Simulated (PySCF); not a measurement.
Gas-phase reaction: HfCl₂(OH)₂ → HfO₂ + 2 Cl + H₂

Computed with PySCF and rigid-rotor harmonic-oscillator thermochemistry at 1 bar. † marks an energy on the PBE0/def2-TZVP geometry and frequencies; other levels use their own. MP2 and CCSD(T) freeze the core. Open shells (unrestricted): Cl (multiplicity 2, electronic degeneracy 6); the rest are closed-shell singlets. Spin-orbit splitting is ignored; it lowers the true energy and changes the entropy of Cl. Hf: scalar-relativistic def2 core potential, no spin-orbit coupling. HfCl₂(OH)₂: computed as isolated molecules; such fragments, hydroxides, amides, oligomers or adducts are transient or little studied in the gas. MP2 isn't extrapolated to the basis-set limit; its ΔH°(298 K) is 1135.6 kJ in def2-SVP and 1176.8 kJ in def2-TZVPP. CCSD(T) isn't extrapolated to the basis-set limit; its ΔH°(298 K) is 1156.5 kJ in def2-SVP and 1184.9 kJ in def2-TZVPP. The harmonic model lacks anharmonicity and excited electronic states, which grow with temperature; levels with a mode under 35 cm⁻¹ are left out. Soft modes under 120 cm⁻¹ make the harmonic entropy rough for HfCl₂(OH)₂. Warning, large T1 diagnostic: HfO₂ (CCSD(T)/def2-TZVPP†).

| level | ΔE electronic, kJ | ΔH°(298 K), kJ | ΔS°(298 K), J/K | ΔG°(2000 K), kJ |
|---|---|---|---|---|
| CCSD(T)/def2-TZVPP† | 1211 | 1185 | 344 | 522 |
| M06-2X/def2-TZVP† | 1249 | 1223 | 344 | 561 |
| MP2/def2-SVP† | 1162 | 1136 | 344 | 473 |
| MP2/def2-TZVPP† | 1203 | 1177 | 344 | 514 |
| PBE/def2-TZVP† | 1164 | 1138 | 344 | 475 |
| PBE0/def2-SVP† | 1235 | 1209 | 344 | 546 |
| PBE0/def2-TZVP | 1213 | 1187 | 344 | 524 |
| ωB97M-V/def2-TZVP† | 1247 | 1221 | 344 | 558 |
ΔH° is lowest at MP2/def2-SVP† and highest at M06-2X/def2-TZVP†. No reference value is set beside these.
